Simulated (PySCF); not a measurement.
# Working out the excitation energy of Au

Au [Xe] 4f14 5d10 6s1 (2S) → Au [Xe] 4f14 5d10 6p1 (2P). Computed with PySCF 2.14 in def2-TZVPPD with the def2 core potential (60 electrons), with a scalar-relativistic core potential. Frozen: nothing. Energies in hartree (1 hartree = 27.21139 eV):

```
             part   Au (lower)   Au (upper)
              UHF  -134.789865  -134.631422
MP2 opposite-spin    -0.388583    -0.365733
    MP2 same-spin    -0.198361    -0.185372
```

Q: What does Hartree-Fock give?

A: (-134.631422) − (-134.789865) = 0.158443 hartree = 4.311 eV.

Q: What do MP2 and SCS-MP2 (6/5 opposite-spin, 1/3 same-spin) give?

A: The opposite-spin parts differ by 0.622 eV and the same-spin parts by 0.353 eV. MP2: 4.311 + (0.622) + (0.353) = 5.286 eV. SCS-MP2: 4.311 + 1.2 × (0.622) + (0.353)/3 = 5.175 eV.

Measured between the centres of the two terms (NIST): 4.947 eV, so MP2 (valence and next inner shell) is off by 0.339 eV.

What remains against the reference includes basis incompleteness and correlation beyond second order.
